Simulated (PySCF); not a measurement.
# What a mistake does to a calculation on AlB2H6Si

These are calculations, not measurements. They come from PySCF 2.14.0, an open-source quantum chemistry program, on an isolated molecule that a program drew, which may never have been made. The molecule is AlB2H6Si (charge 0, doublet), drawn as the SMILES string `[BH2][AlH][B][SiH3]`.

Each row is a Hartree-Fock (HF) and frozen-core CCSD(T) single point in the cc-pV(D+d)Z basis, meant for a local HF minimum. Run 1 is clean. Each other run has one planted mistake out of seven kinds, and not every kind appears here: one electron removed, one electron added, multiplicity raised by two, geometry at a saddle point, minimal basis STO-3G, one bond length entered in bohr, all coordinates scaled. The reference is restricted for singlets and unrestricted otherwise, and also for a bond in bohr. Adding or removing an electron swaps singlet and doublet. Electrons count all cores. HOMO and LUMO are orbital energies over both spins, the gradient is its largest component, and the lowest frequency (negative if imaginary) is given only where the gradient is small. Bond lengths are over the 9 bonds as drawn. T1 is the CCSD diagnostic: over 0.02 (restricted) or 0.045 (unrestricted) a single reference is doubtful.

Geometry of the clean run:
```xyz
10
AlB2H6Si, angstrom
B     1.5502   -1.0679   -1.6159
Al    1.1661   -0.5468    0.4376
B    -0.7056    0.0871    1.0997
Si   -2.5390    0.7042    1.6715
H     1.4128   -2.1882   -2.0370
H     1.9275   -0.2633   -2.4292
H     2.3141   -0.6295    1.5350
H    -2.5371    2.0820    2.2225
H    -3.1590   -0.1881    2.6821
H    -3.3771    0.6852    0.4434
```

```
run  electrons  basis functions  <S^2>  HOMO (eV)  LUMO (eV)  gradient (hartree/bohr)  lowest frequency (cm^-1)  mean bond (Å)  longest bond (Å)      T1  HF (hartree)  CCSD(T) (hartree)                     mistake
  1         43              104  0.760      -8.31       0.57                  4.8e-05                        51         1.6343             2.153  0.0171    -583.59297         -583.97510                    no fault
  2         43              104  0.759      -8.43       0.57                  3.3e-02                         -         1.5493             2.041  0.0174    -583.56973         -583.95157      all coordinates scaled
  3         43              104  3.791      -7.53      -0.75                  4.5e-02                         -         1.6343             2.153  0.0349    -583.50719         -583.88138  multiplicity raised by two
  4         44              104  0.000      -0.95       5.34                  3.4e-02                         -         1.6343             2.153  0.0205    -583.58560         -584.01047          one electron added
  5         42              104  0.000     -14.64      -5.98                  4.4e-02                         -         1.6343             2.153  0.0214    -583.33290         -583.70367                           ?
  6         43              104  1.492      -7.13       0.92                  1.8e-02                         -         1.8403             3.938  0.0801    -583.49188         -583.86278                           ?
```

**Which mistake was planted in run 5, and what did it cost?**

It counts 42 electrons, one fewer than the clean run, at the same geometry and basis. So the mistake is: one electron removed. Subtracting run 1 and multiplying by 627.51 kcal/mol a hartree, the energy moved by 163.2 kcal/mol in HF and 170.3 kcal/mol in CCSD(T).

**Which mistake was planted in run 6, and what did it cost?**

The mean bond changes by a factor of 1.126 and the longest by 1.829, so the molecule wasn't scaled as a whole. A length L in bohr read as angstrom grows by (1/0.5292 - 1) L = 0.890 L. The 9 bonds together grew by 9 x 0.2060 = 1.854 Å, which gives L = 2.084 Å. That is bond Al2-B3, 2.084 Å in the clean geometry. So the mistake is: one bond length entered in bohr. Subtracting run 1 and multiplying by 627.51 kcal/mol a hartree, the energy moved by 63.4 kcal/mol in HF and 70.5 kcal/mol in CCSD(T).

Cautions from the logs. Run 4: T1 is over the limit, so its CCSD(T) energy is less reliable; run 5: T1 is over the limit, so its CCSD(T) energy is less reliable; run 6: T1 is over the limit, so its CCSD(T) energy is less reliable.
